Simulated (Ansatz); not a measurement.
`BO[SiH2][SiH2]O` at its PBE0-D4/def2-TZVP geometry, where that method's forces vanish. Charge 0, multiplicity 1.

```xyz
12

B    -0.1639   -1.8465    1.7175
O     0.6571   -1.0028    1.0636
Si    0.5556    0.6304    0.7616
Si    0.1549    0.9622   -1.5222
O    -1.2942    0.2346   -1.8426
H     0.1288   -3.0089    1.7430
H    -1.1538   -1.4268    2.2586
H     1.8579    1.2341    1.1484
H    -0.5226    1.2288    1.5961
H     1.2491    0.3777   -2.3505
H     0.1175    2.4251   -1.8195
H    -1.5864    0.1921   -2.7541
```

(1) What forces (eV/Å) does PBE-D4/def2-TZVPP give on these atoms in the Gaussian-basis code of Ansatz? (Best estimate.)

Answers

(1) Computed: 
```
B1  -0.213 -0.207  0.166
O2   0.318 -0.248 -0.126
Si3 -0.051  0.380 -0.133
Si4  0.283  0.128  0.078
O5  -0.308 -0.207  0.351
H6   0.047 -0.130 -0.005
H7  -0.113  0.052  0.061
H8   0.142  0.063  0.038
H9  -0.121  0.078  0.095
H10  0.142 -0.056 -0.081
H11  0.018  0.172 -0.016
H12 -0.145 -0.026 -0.427
```
